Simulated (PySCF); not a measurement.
Al(Cl)2(SeH) (AlCl₂HSe), SMILES [Cl][Al]([SeH])[Cl].

Coordinates come from a B3LYP-D3(BJ)/def2-SVP optimisation. The structure was generated by enumeration; whether it is a known compound was not checked. One conformer was computed; it need not be the lowest.

Two levels are set side by side: TDA-PBE/def2-SVPD (PySCF) and TDA-LC-ωPBE/def2-SVPD (PySCF). Vertical, same geometry. The lowest singlet is HOMO→LUMO 99 % with PBE and HOMO→LUMO 46 %, HOMO→LUMO+2 46 % with the other functional; states are paired by order. Differences are taken from unrounded values.

| quantity | TDA-LC-ωPBE | TDA-PBE | TDA-PBE minus TDA-LC-ωPBE |
|---|---|---|---|
| lowest singlet excitation (eV) | 5.74 | 4.63 | -1.11 |
| lowest triplet excitation (TDA) (eV) | 5.25 | 4.31 | -0.94 |
| first bright state (f over 0.05) (eV) | 6.39 | 6.30 | -0.09 |
| its oscillator strength | 0.05 | 0.28 | 0.23 |

A lower first singlet is the usual sign of a functional without exact exchange. Differences between two approximate levels are no errors against the true value.

Rough cost on one machine, each run with all the roots and properties that it gave: TDA-LC-ωPBE against TDA-PBE about 3 times.
